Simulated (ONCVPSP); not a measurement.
# Which setting gave this result? (tellurium (Te), ONCV)

Base potential:

```
Element                 : Te (Z = 52)
Generator               : ONCVPSP 4.0.1
Type                    : optimised norm-conserving Vanderbilt (ONCV)
Functional              : LDA (Perdew-Zunger)
Relativity              : scalar-relativistic
Frozen core             : [Ar] 3d10
Valence charge          : 24
Reference configuration : 4s2 4p6 4d10 5s1.5 5p4.5
Partial waves           : 4s+5s: rc 1.15 bohr, ncon 4, nbas 7, qcut 9.2 1/bohr, 2 projectors; 4p+5p: rc 1.35 bohr, ncon 4, nbas 7, qcut 8.3 1/bohr, 3 projectors, debl 3 Ha; 4d: rc 1.10 bohr, ncon 4, nbas 9, qcut 11.3 1/bohr, 3 projectors, debl 3.4 Ha; f scattering state at 0.28 Ha: rc 1.20 bohr, ncon 5, nbas 10, qcut 10.3 1/bohr, 2 projectors, debl 2.4 Ha
Local potential         : polynomial inside 0.95 bohr (lpopt 5, dvloc0 0 Ha)
Core correction         : Teter function, fcfact 5.75, rcfact 1.55
```

Cutoffs, loose and tight: the cutoffs (Ha) at which the residual kinetic energy of the hardest occupied pseudo-wave falls to 1 and 0.1 mHa per electron. They do not see the model core or the augmentation charge, which bear on the density cutoff. Test errors are all-electron minus pseudo excitation energies from the reference, over the configurations 4s2 4p6 4d10 5s2 5p4; 4s2 4p6 4d10 5s2 5p3; 4s2 4p6 4d10 5s2 5p2; 4s2 4p5 4d10 5s2 5p4; variants that change the core or the reference have their own tests.

Only the scale of all radii but the core radius (base = 1) is moved:

| scale of all radii but the core radius (base = 1) | cutoff, loose | cutoff, tight | bound ghosts | largest test error (meV) |
| --- | --- | --- | --- | --- |
| 0.78 | 128 Ha | 157 Ha | d | -112 |
| 1.02 | 51 Ha | 64 Ha | none | -154 |
| 1.13 | 49 Ha | 56 Ha | none | -146 |
| 1.18 | 48 Ha | 55 Ha | none | -132 |
| 1.33 | 45 Ha | 51 Ha | none | -63 |

Problem. One more run gave cutoff, loose: 56 Ha; cutoff, tight: 113 Ha; bound ghosts: none; largest test error (meV): -140. Which value of the scale of all radii but the core radius (base = 1) was used?

Solution. 0.91. The loose cutoff moves one way along this sweep, from 128 Ha at 0.78 to 45 Ha at 1.33, which places the run between 0.78 and 1.02.
